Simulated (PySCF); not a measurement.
C₃H₆GeO, SMILES C#C[CH2][GeH2][OH].

Coordinates come from a B3LYP-D3(BJ)/def2-SVP optimisation. The structure was generated by enumeration, and PubChem lists no compound with its InChIKey, so it may never have been made. One conformer was computed; it need not be the lowest.

All values below come from CAM-B3LYP/def2-TZVP run with PySCF.

Symmetry labels are those of the subgroup Cs that the program uses (full group Cs).

Computed valence orbital energies around the gap with their symmetry:
```tsv
orbital	symmetry	energy (eV)
HOMO−7	A'	-14.15
HOMO−6	A"	-14.03
HOMO−5	A'	-12.00
HOMO−4	A"	-11.77
HOMO−3	A'	-10.93
HOMO−2	A"	-9.93
HOMO−1	A"	-9.20
HOMO	A'	-8.78
LUMO	A'	1.11
LUMO+1	A'	1.83
LUMO+2	A'	1.95
LUMO+3	A"	2.15
```
